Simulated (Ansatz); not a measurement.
`C[CH](F)[AlH2]` + H₂ → `F[CH2][AlH2]` + CH₄  (hydrogenolysis of a C–C bond)

Isolated molecules relaxed with PBE0-D4/def2-TZVP in Ansatz; ΔE leaves out vibrations. CCSD(T)/CBS adds triple-zeta CCSD(T) − MP2 to the extrapolated MP2 energy (def2 sets, frozen cores). This one scheme is used for every species. Functionals use def2-TZVPP.

```csv
level,ΔE (eV)
revPBE-D4,-0.56
r2SCANh-D4,-0.64
BHLYP-D4,-0.70
r2SCAN,-0.64
r2SCANh,-0.66
CAM-B3LYP,-0.72
SCS-MP2/def2-QZVPP,-0.65
HF/CBS(def2),-0.84
```

Task: What does CCSD(T)/CBS give? (Estimate.)

Result: Ansatz gave: -0.63 eV. The listed levels differ from it by 0.07, -0.01, -0.07, -0.01, -0.03, -0.09, -0.02, -0.21 eV.

Largest T1 diagnostic among the species: 0.011.

The D4 term adds +0.08 eV with B3LYP and +0.04 eV with PBE0; it sums over pairs of atoms, weighted by their polarisabilities, and B3LYP, whose exchange is more repulsive, gets the larger term. In def2-TZVPP, CCSD(T) changes the Hartree–Fock value by +0.19 eV (the triples alone add +0.04 eV) and MP2 by +0.22 eV. Leaving LDA and LC-ωPBE aside and taking each functional with its dispersion term where it has one, the values, not all of them listed here, spread over 0.15 eV, from B97M-V to revPBE-D4. LDA lies +0.10 eV from PBE without D4.

B3LYP here is the variant with VWN-RPA as its local correlation; programs differ in this.
